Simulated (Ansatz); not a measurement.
Ansatz (an electronic-structure program) input file for Si(Cl)(NCO)(OH)2 (CH₂ClNO₃Si), SMILES Cl[Si](N=C=O)(O)O, PBE0-D3(BJ)/def2-SVP. 

Ansatz 0.2 input:
```yaml
crystal:
  periodic: [false, false, false]
  atoms:
    - {symbol: O, position_ang: [2.77462254, -1.34322163, -1.52862407]}
    - {symbol: C, position_ang: [1.77527675, -0.80869124, -1.20179307]}
    - {symbol: N, position_ang: [0.73322352, -0.25597954, -0.91714060]}
    - {symbol: Si, position_ang: [-0.52631014, 0.44635139, 0.02644815]}
    - {symbol: O, position_ang: [-1.93678771, 0.40312114, -0.84241083]}
    - {symbol: O, position_ang: [-0.22045540, 2.01837994, 0.42737837]}
    - {symbol: Cl, position_ang: [-0.62892884, -0.61690693, 1.78642367]}
    - {symbol: H, position_ang: [-2.09964474, -0.41202803, -1.34813440]}
    - {symbol: H, position_ang: [-0.56348365, 2.66829505, -0.21134710]}
basis:
  gaussian:
    orbitals: def2-SVP
hamiltonian:
  xc: pbe0
  dispersion: d3bj
relax: {f_tol: 0.002, max_steps: 200}
```

Program output:

```
[...]
reference -29076.27121102 eV, -1068.5332584004 hartree; 35, 35 occupied and 81, 81 virtual orbitals, 1191 factors
relax step  17: F+E_penalty+E_count = -29076.47975868 eV  Δ(F+E_penalty+E_count) = -4.393e-3 eV  max|allowed force component| = 1.727e-1 eV/Å  Δτ_max = 0.0660 Å  (32 SCF iters, accepted)
these checks for a lower state are left out or cut short: starts, cluster_reference, orbital_swaps, neighbouring_geometries, increment
integrals: 0.07 GiB planned
1191 factors; integrals over basis functions are off by at most 2.8e-4 eV
mean field: 0.59 GiB planned
mean field -29076.27282774 eV, -1068.5333178139 hartree, gradient 1.5e-5 eV, S^2 0.000000; 0 other end points of the search recorded, 0 dependent functions left out
the calculation of the forces begins
reference -29076.27284954 eV, -1068.5333186150 hartree; 35, 35 occupied and 81, 81 virtual orbitals, 1191 factors
relax step  18: F+E_penalty+E_count = -29076.48131568 eV  Δ(F+E_penalty+E_count) = -1.557e-3 eV  max|allowed force component| = 4.517e-1 eV/Å  Δτ_max = 0.0747 Å  (32 SCF iters, accepted)
these checks for a lower state are left out or cut short: starts, cluster_reference, orbital_swaps, neighbouring_geometries, increment
integrals: 0.07 GiB planned
1191 factors; integrals over basis functions are off by at most 2.8e-4 eV
mean field: 0.59 GiB planned
mean field -29076.28551141 eV, -1068.5337839303 hartree, gradient 1.0e-5 eV, S^2 0.000000; 0 other end points of the search recorded, 0 dependent functions left out
the calculation of the forces begins
reference -29076.28553327 eV, -1068.5337847335 hartree; 35, 35 occupied and 81, 81 virtual orbitals, 1191 factors
relax step  19: F+E_penalty+E_count = -29076.49425486 eV  Δ(F+E_penalty+E_count) = -1.294e-2 eV  max|allowed force component| = 8.087e-2 eV/Å  Δτ_max = 0.1125 Å  (31 SCF iters, accepted)
these checks for a lower state are left out or cut short: starts, cluster_reference, orbital_swaps, neighbouring_geometries, increment
integrals: 0.07 GiB planned
1191 factors; integrals over basis functions are off by at most 2.8e-4 eV
mean field: 0.59 GiB planned
mean field -29076.28629865 eV, -1068.5338128609 hartree, gradient 1.0e-5 eV, S^2 0.000000; 0 other end points of the search recorded, 0 dependent functions left out
the calculation of the forces begins
reference -29076.28632052 eV, -1068.5338136644 hartree; 35, 35 occupied and 81, 81 virtual orbitals, 1191 factors
relax step  20: F+E_penalty+E_count = -29076.49495218 eV  Δ(F+E_penalty+E_count) = -6.973e-4 eV  max|allowed force component| = 5.663e-2 eV/Å  Δτ_max = 0.0121 Å  (33 SCF iters, accepted)
these checks for a lower state are left out or cut short: starts, cluster_reference, orbital_swaps, neighbouring_geometries, increment
integrals: 0.07 GiB planned
1191 factors; integrals over basis functions are off by at most 2.8e-4 eV
mean field: 0.59 GiB planned
mean field -29076.28681840 eV, -1068.5338319610 hartree, gradient 1.1e-5 eV, S^2 0.000000; 0 other end points of the search recorded, 0 dependent functions left out
the calculation of the forces begins
reference -29076.28684028 eV, -1068.5338327653 hartree; 35, 35 occupied and 81, 81 virtual orbitals, 1191 factors
relax step  21: F+E_penalty+E_count = -29076.49539591 eV  Δ(F+E_penalty+E_count) = -4.437e-4 eV  max|allowed force component| = 1.042e-1 eV/Å  Δτ_max = 0.0171 Å  (33 SCF iters, accepted)
these checks for a lower state are left out or cut short: starts, cluster_reference, orbital_swaps, neighbouring_geometries, increment
integrals: 0.07 GiB planned
1191 factors; integrals over basis functions are off by at most 2.8e-4 eV
mean field: 0.59 GiB planned
mean field evaluation 160: about -29076.2877 eV, gradient 5.6e-5 eV
mean field -29076.28768666 eV, -1068.5338638691 hartree, gradient 1.1e-5 eV, S^2 0.000000; 0 other end points of the search recorded, 0 dependent functions left out
the calculation of the forces begins
reference -29076.28770857 eV, -1068.5338646743 hartree; 35, 35 occupied and 81, 81 virtual orbitals, 1191 factors
relax step  22: F+E_penalty+E_count = -29076.49631636 eV  Δ(F+E_penalty+E_count) = -9.204e-4 eV  max|allowed force component| = 1.553e-1 eV/Å  Δτ_max = 0.0365 Å  (33 SCF iters, accepted)
these checks for a lower state are left out or cut short: starts, cluster_reference, orbital_swaps, neighbouring_geometries, increment
integrals: 0.07 GiB planned
1191 factors; integrals over basis functions are off by at most 2.8e-4 eV
mean field: 0.59 GiB planned
mean field -29076.28878923 eV, -1068.5339043879 hartree, gradient 1.0e-5 eV, S^2 0.000000; 0 other end points of the search recorded, 0 dependent functions left out
the calculation of the forces begins
reference -29076.28881115 eV, -1068.5339051932 hartree; 35, 35 occupied and 81, 81 virtual orbitals, 1191 factors
relax step  23: F+E_penalty+E_count = -29076.49731780 eV  Δ(F+E_penalty+E_count) = -1.001e-3 eV  max|allowed force component| = 2.220e-2 eV/Å  Δτ_max = 0.0353 Å  (32 SCF iters, accepted)
these checks for a lower state are left out or cut short: starts, cluster_reference, orbital_swaps, neighbouring_geometries, increment
integrals: 0.07 GiB planned
1191 factors; integrals over basis functions are off by at most 2.8e-4 eV
mean field: 0.59 GiB planned
mean field -29076.28879017 eV, -1068.5339044224 hartree, gradient 1.9e-5 eV, S^2 0.000000; 0 other end points of the search recorded, 0 dependent functions left out
the calculation of the forces begins
reference -29076.28881209 eV, -1068.5339052278 hartree; 35, 35 occupied and 81, 81 virtual orbitals, 1191 factors
relax step  24: F+E_penalty+E_count = -29076.49731780 eV  Δ(F+E_penalty+E_count) = -2.954e-9 eV  max|allowed force component| = 2.207e-2 eV/Å  Δτ_max = 0.0007 Å  (21 SCF iters, accepted)
these checks for a lower state are left out or cut short: starts, cluster_reference, orbital_swaps, neighbouring_geometries, increment
integrals: 0.07 GiB planned
1191 factors; integrals over basis functions are off by at most 3.5e-4 eV
mean field: 0.59 GiB planned
mean field -29076.28249793 eV, -1068.5336731867 hartree, gradient 1.5e-5 eV, S^2 0.000000; 0 other end points of the search recorded, 0 dependent functions left out
the calculation of the forces begins
reference -29076.28251978 eV, -1068.5336739899 hartree; 35, 35 occupied and 81, 81 virtual orbitals, 1191 factors
relax step  25: F+E_penalty+E_count = -29076.49119007 eV  Δ(F+E_penalty+E_count) = +6.128e-3 eV  max|allowed force component| = 4.528e-1 eV/Å  Δτ_max = 0.0998 Å  (31 SCF iters, rejected (line search))
these checks for a lower state are left out or cut short: starts, cluster_reference, orbital_swaps, neighbouring_geometries, increment
integrals: 0.07 GiB planned
1191 factors; integrals over basis functions are off by at most 2.9e-4 eV
mean field: 0.59 GiB planned
mean field -29076.28891215 eV, -1068.5339089052 hartree, gradient 1.1e-5 eV, S^2 0.000000; 0 other end points of the search recorded, 0 dependent functions left out
the calculation of the forces begins
reference -29076.28893408 eV, -1068.5339097109 hartree; 35, 35 occupied and 81, 81 virtual orbitals, 1191 factors
relax step  26: F+E_penalty+E_count = -29076.49743182 eV  Δ(F+E_penalty+E_count) = -1.140e-4 eV  max|allowed force component| = 1.270e-2 eV/Å  Δτ_max = 0.0108 Å  (34 SCF iters, accepted)
these checks for a lower state are left out or cut short: starts, cluster_reference, orbital_swaps, neighbouring_geometries, increment
integrals: 0.07 GiB planned
1191 factors; integrals over basis functions are off by at most 2.9e-4 eV
mean field: 0.59 GiB planned
mean field evaluation 192: about -29076.2889 eV, gradient 5.5e-5 eV
mean field -29076.28893246 eV, -1068.5339096515 hartree, gradient 1.0e-5 eV, S^2 0.000000; 0 other end points of the search recorded, 0 dependent functions left out
the calculation of the forces begins
reference -29076.28895439 eV, -1068.5339104572 hartree; 35, 35 occupied and 81, 81 virtual orbitals, 1191 factors
relax step  27: F+E_penalty+E_count = -29076.49747799 eV  Δ(F+E_penalty+E_count) = -4.617e-5 eV  max|allowed force component| = 1.162e-2 eV/Å  Δτ_max = 0.0123 Å  (33 SCF iters, accepted)
these checks for a lower state are left out or cut short: starts, cluster_reference, orbital_swaps, neighbouring_geometries, increment
integrals: 0.07 GiB planned
1191 factors; integrals over basis functions are off by at most 2.9e-4 eV
mean field: 0.59 GiB planned
mean field -29076.28892267 eV, -1068.5339092915 hartree, gradient 1.6e-5 eV, S^2 0.000000; 0 other end points of the search recorded, 0 dependent functions left out
the calculation of the forces begins
reference -29076.28894459 eV, -1068.5339100970 hartree; 35, 35 occupied and 81, 81 virtual orbitals, 1191 factors
relax step  28: F+E_penalty+E_count = -29076.49751285 eV  Δ(F+E_penalty+E_count) = -3.487e-5 eV  max|allowed force component| = 1.251e-2 eV/Å  Δτ_max = 0.0033 Å  (25 SCF iters, accepted)
these checks for a lower state are left out or cut short: starts, cluster_reference, orbital_swaps, neighbouring_geometries, increment
integrals: 0.07 GiB planned
1191 factors; integrals over basis functions are off by at most 2.9e-4 eV
mean field: 0.59 GiB planned
mean field -29076.28892623 eV, -1068.5339094226 hartree, gradient 4.8e-5 eV, S^2 0.000000; 0 other end points of the search recorded, 0 dependent functions left out
the calculation of the forces begins
reference -29076.28894815 eV, -1068.5339102280 hartree; 35, 35 occupied and 81, 81 virtual orbitals, 1191 factors
relax step  29: F+E_penalty+E_count = -29076.49751692 eV  Δ(F+E_penalty+E_count) = -4.065e-6 eV  max|allowed force component| = 5.263e-3 eV/Å  Δτ_max = 0.0016 Å  (22 SCF iters, accepted)
these checks for a lower state are left out or cut short: starts, cluster_reference, orbital_swaps, neighbouring_geometries, increment
integrals: 0.07 GiB planned
1191 factors; integrals over basis functions are off by at most 2.9e-4 eV
mean field: 0.59 GiB planned
mean field -29076.28892171 eV, -1068.5339092562 hartree, gradient 3.2e-5 eV, S^2 0.000000; 0 other end points of the search recorded, 0 dependent functions left out
the calculation of the forces begins
reference -29076.28894362 eV, -1068.5339100616 hartree; 35, 35 occupied and 81, 81 virtual orbitals, 1191 factors
relax step  30: F+E_penalty+E_count = -29076.49751816 eV  Δ(F+E_penalty+E_count) = -1.245e-6 eV  max|allowed force component| = 1.229e-3 eV/Å  Δτ_max = 0.0007 Å  (20 SCF iters, accepted)
integrals: 0.07 GiB planned
1191 factors; integrals over basis functions are off by at most 2.9e-4 eV
mean field: 0.59 GiB planned
mean field evaluation 224: about -29076.2889 eV, gradient 1.6e-3 eV
mean field -29076.28892171 eV, -1068.5339092562 hartree, gradient 3.2e-5 eV, S^2 0.000000; 1 other end points of the search recorded, 0 dependent functions left out
the calculation of the forces begins
reference -29076.28894362 eV, -1068.5339100616 hartree; 35, 35 occupied and 81, 81 virtual orbitals, 1191 factors
Total energy: -29076.49754008 eV, -1068.5415758401 hartree
Atom 0 at     2.849491    -1.364268    -1.558544 Å, force     0.000521    -0.000414    -0.000034 eV/Å
Atom 1 at     1.873325    -0.841665    -1.197150 Å, force     0.000437     0.000691    -0.000816 eV/Å
Atom 2 at     0.859120    -0.311219    -0.843098 Å, force    -0.001201    -0.000699     0.001229 eV/Å
Atom 3 at    -0.470398     0.467371    -0.134530 Å, force     0.000742    -0.000299    -0.000190 eV/Å
Atom 4 at    -1.821159     0.375855    -1.058799 Å, force    -0.000683     0.000047    -0.000718 eV/Å
Atom 5 at    -0.059481     2.035930     0.056010 Å, force     0.000344     0.000054    -0.000224 eV/Å
Atom 6 at    -0.840828    -0.457964     1.666400 Å, force     0.000086     0.000156     0.000235 eV/Å
Atom 7 at    -2.320327    -0.445946    -1.051132 Å, force     0.000206     0.000206     0.000089 eV/Å
Atom 8 at    -0.762230     2.641226     0.311642 Å, force    -0.000451     0.000258     0.000429 eV/Å
Dipole moment:    -0.564634     0.091382     0.042883 e Å
```

Self-consistency was reached.
